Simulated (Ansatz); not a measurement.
Program: Ansatz. Geometries: PBE0-D4/def2-TZVP. ΔE: electronic, gas phase. CCSD(T)/CBS is the MP2 limit (def2-TZVPP, def2-QZVPP) plus CCSD(T) − MP2 in def2-TZVPP, frozen cores. This one scheme is used for every species, atoms too. Functionals use def2-TZVPP. HSE06 is defined as in plane-wave codes. No spin–orbit coupling; open shells (•) take unrestricted orbitals. Spin–orbit coupling would lower the free atoms: a little for C, F, O; strongly for In. Elements past krypton have def2 core potentials. For In outer-core shells are correlated without core-valence functions, so the limit isn't a true one: a few kJ/mol of doubt a bond, and 10 to 20 or more in all where bonds break to atoms.

Consider the atomization: `CC1=CC(C(F)(F)F)=[O+][In-]([CH3])([CH3])[O]1` → 7 C• + 3 F• + 10 H• + In• + 2 O•.

```tsv
level	ΔE (kJ/mol)
r2SCAN0-D4	9393.0
ωB97X-V	9557.2
HSE06	9562.0
CAM-B3LYP	9520.4
```

Task: What does CCSD(T)/CBS give? (Estimate.)

Result: The calculation gave: +9529.6 kJ/mol. The listed levels differ from it by -136.6, 27.6, 32.4, -9.2 kJ/mol.

Largest T1 diagnostic among the species: 0.015.

From BLYP to BHLYP (50 % exact exchange), in def2-TZVPP and without D4, ΔE moves by −345.0 kJ/mol: exact exchange takes away binding that semilocal exchange gives to molecules. In def2-TZVPP, CCSD(T) changes the Hartree–Fock value by +2509.7 kJ/mol (the triples alone add +186.6 kJ/mol) and MP2 by +2777.4 kJ/mol; breaking electron pairs costs correlation energy, which Hartree–Fock lacks. Leaving LDA and LC-ωPBE aside and taking each functional with its dispersion term where it has one, the values, not all of them listed here, spread over 720.7 kJ/mol, from BHLYP-D4 to PBE-D4. LDA lies +1390.3 kJ/mol from PBE without D4, its usual overbinding.

For atomizations the MP2-based limit and the directly extrapolated one differ by several kJ/mol either way, and by 10 to 25 for some Ge, Se and Sn compounds, so smaller differences from it don't rank the levels.
